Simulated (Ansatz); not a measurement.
Cost and result for the atomization energy of ClFH6Si3 (`F[SiH]([SiH3])[SiH2]Cl`) (11 atoms, 10 bonds).

```xyz
11

F    -1.449    1.714   -0.797
Si   -0.173    0.737   -0.663
Si   -0.841   -1.496   -0.929
Si    0.845    1.047    1.427
Cl    2.368   -0.351    1.463
H     0.801    1.117   -1.724
H    -1.605   -1.655   -2.195
H    -1.695   -1.911    0.215
H     0.374   -2.351   -0.972
H    -0.072    0.757    2.557
H     1.446    2.391    1.618
```

Total charge 0; spin multiplicity 1. The structure was optimised at the PBE0-D4/def2-TZVP level. It is one conformer, not always the lowest. Program: Ansatz. All runs use 4 threads of an Arm Neoverse V1 on a shared host. Times are those of one run each, without the atoms' runs, and a repeat can differ threefold. Electronic energies, without spin–orbit coupling; frozen cores. CCSD(T)/CBS adds CCSD(T) − MP2 in def2-TZVPP to the MP2 limit, and its time is that of the two runs behind it. T1 = 0.012. B3LYP takes the VWN-RPA correlation (the form of Gaussian; ORCA's B3LYP/G).

CCSD(T)/CBS is a level of theory with its own doubt, some kJ/mol a heavy atom from the limit and from the frozen cores, so smaller differences don't rank the functionals.

```tsv
level	functions	wall time	atomization (kJ/mol)	difference from CCSD(T)/CBS	per bond
PBE-D4/def2-TZVPP (with forces)	283	3.5 s	3386.9	-33.6	-3.4
PBE0-D4/def2-TZVPP	283	5 s	3367.9	-52.6	-5.3
r2SCAN-D4/def2-TZVPP (with forces)	283	7 s	3414.2	-6.3	-0.6
B2PLYP/def2-TZVPP	283	7.5 s	3347.5	-73.0	-7.3
B3LYP-D4/def2-TZVPP (with forces)	283	8 s	3391.6	-28.9	-2.9
ωB97X-V/def2-TZVPP	283	12 s	3445.0	24.5	2.5
ωB97M-V/def2-TZVPP (with forces)	283	17 s	3409.0	-11.5	-1.1
MP2/def2-QZVPP	517	29 s	3394.9	-25.6	-2.6
CCSD(T)/def2-TZVPP	283	4 min	3317.6	-102.9	-10.3
CCSD(T)/CBS(def2)	–	4.5 min	3420.5	0.0	0.0
```

From PBE to PBE0 (25 % exact exchange), in def2-TZVPP and without D4, the atomization energy moves by −15.1 kJ/mol: exact exchange takes away binding that semilocal exchange gives to molecules. The D4 term adds +48.5 kJ/mol with B3LYP and +25.9 kJ/mol with PBE0; it sums over pairs of atoms, weighted by their polarisabilities, and B3LYP, whose exchange is more repulsive, gets the larger term. In def2-TZVPP, CCSD(T) changes the Hartree–Fock value by +721.3 kJ/mol (the triples alone add +37.4 kJ/mol) and MP2 by +736.6 kJ/mol; breaking electron pairs costs correlation energy, which Hartree–Fock lacks.
